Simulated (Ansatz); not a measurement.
Consider the formal exchange of groups at a Ge–C bond: `[GaH2][CH2][GeH3]` + `[AlH2][SiH3]` → `[SiH3][AlH][GeH3]` + `[CH3][GaH2]`.

Computed with Ansatz on PBE0-D4/def2-TZVP structures; ΔE is electronic, products minus reactants. CCSD(T)/CBS is the MP2 limit (def2-TZVPP, def2-QZVPP) plus CCSD(T) − MP2 in def2-TZVPP, frozen cores. This one scheme is used for every species. DFT in def2-TZVPP. B3LYP here is the variant with VWN-RPA as its local correlation; programs differ in this. HSE06 is defined as in plane-wave codes. For Ga, Ge outer-core shells are correlated without core-valence functions, which leaves a few kJ/mol of doubt a bond. Scalar relativity is left out up to krypton.

```csv
level,ΔE (kJ/mol),difference from CCSD(T)/CBS
LDA (SPW92),-48.7,-13.1
revPBE-D4,-45.1,-9.5
BLYP-D4,-42.8,-7.2
r2SCAN-D4,-44.8,-9.2
B97M-V,-32.1,3.5
PBE0-D4,-46.2,-10.6
B3LYP-D4,-41.7,-6.1
r2SCANh-D4,-44.3,-8.7
r2SCAN0-D4,-43.5,-7.9
HSE06-D4,-46.5,-10.9
BHLYP-D4,-37.9,-2.3
CAM-B3LYP-D4,-38.6,-3.0
ωB97X-V,-37.0,-1.4
ωB97M-V,-37.7,-2.1
B2PLYP,-39.0,-3.4
PBE-QIDH,-38.5,-2.9
PBE,-51.5,-15.9
revPBE,-52.1,-16.5
BLYP,-48.3,-12.7
r2SCAN,-45.2,-9.6
r2SCAN0,-44.0,-8.4
HSE06,-48.2,-12.6
BHLYP,-40.9,-5.3
CAM-B3LYP,-40.5,-4.9
LC-ωPBE,-40.7,-5.1
RPA@PBE/def2-TZVPP,-29.9,5.7
HF/def2-SVP,-32.9,2.7
MP2/def2-SVP,-29.7,5.9
CCSD/def2-SVP,-35.6,0.0
CCSD(T)/def2-SVP,-35.0,0.6
HF/def2-TZVPP,-33.4,2.2
SCS-MP2/def2-TZVPP,-28.0,7.6
CCSD/def2-TZVPP,-34.4,1.2
CCSD(T)/def2-TZVPP,-34.1,1.5
HF/def2-QZVPP,-33.3,2.3
MP2/def2-QZVPP,-29.4,6.2
SCS-MP2/def2-QZVPP,-28.6,7.0
HF/CBS(def2),-33.3,2.3
MP2/CBS(def2),-30.1,5.5
CCSD/CBS(def2),-36.0,-0.4
CCSD(T)/CBS,-35.6,0
```

Largest T1 diagnostic among the species: 0.013.

From PBE to PBE0 (25 % exact exchange), in def2-TZVPP and without D4, ΔE moves by +3.4 kJ/mol. The D4 term adds +3.9 kJ/mol with B3LYP and +1.9 kJ/mol with PBE0; it sums over pairs of atoms, weighted by their polarisabilities, and B3LYP, whose exchange is more repulsive, gets the larger term.
